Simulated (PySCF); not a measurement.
Below is a simulated gas-phase C 1s photoelectron spectrum of `FB(F)[SiH]1CCCC1`.

Every computed line was given a Gaussian of 0.7 eV full width at half maximum and an area set by the number of equivalent atoms; the highest printed point is 100. Method used: delta-SCF UKS SCAN, pcX-2 on the ionised atom, pcseg-1 elsewhere, spin-free X2C (PySCF).

(binding energy (eV), intensity): (289.1, 0), (289.2, 1), (289.3, 3), (289.4, 6), (289.5, 12), (289.6, 22), (289.7, 36), (289.8, 52), (289.9, 69), (290.0, 83), (290.1, 93), (290.2, 98), (290.3, 100), (290.4, 99), (290.5, 96), (290.6, 89), (290.7, 77), (290.8, 62), (290.9, 45), (291.0, 30), (291.1, 18), (291.2, 9), (291.3, 4), (291.4, 2), (291.5, 1), (291.6, 0)

Task: Count the maxima, the lines and the sites behind this envelope.

Result: The curve has 1 maximum (at 290.3 eV). Under it lie 2 lines from 2 inequivalent carbon sites. At this width some lines have no maximum of their own.

Task: Decompose the envelope and assign each component. Numbering: `[F:1][B:2]([F:3])[SiH:4]1[CH2:5][CH2:6][CH2:7][CH2:8]1`.

Result: 
```tsv
position (eV)	relative area	line	atoms	environment
290.06	2	C 1s	C5/C8	sp3 carbon bound to silicon
290.59	2	C 1s	C6/C7	ring CH2 carbon
```

Task: What are the centre and the root-mean-square width of the whole band?

Result: The area-weighted mean of the lines is 290.33 eV. Their own spread about it is 0.27 eV (rms) and each Gaussian has σ = 0.7/2.355 = 0.30 eV; the variances add, which gives 0.40 eV.

Task: Above which line width would these two lines show one maximum?

Result: Two equal Gaussians merge once their distance is under 2σ = FWHM/1.177. With 0.53 eV between them that is a full width over 0.62 eV.

Lowest listed C 1s: C5/C8, bonded to C, 2 H and Si. Highest, 0.53 eV above it: C6/C7, bonded to 2 C and 2 H.

Shake-up satellites, vibrational structure and lifetime widths aren't simulated. Topologically equivalent atoms share the value of their first member; where this conformer doesn't relate them by symmetry, their own values could differ. Geometry: PBE0-D3(BJ)/def2-SVP, one conformer, isolated molecule.
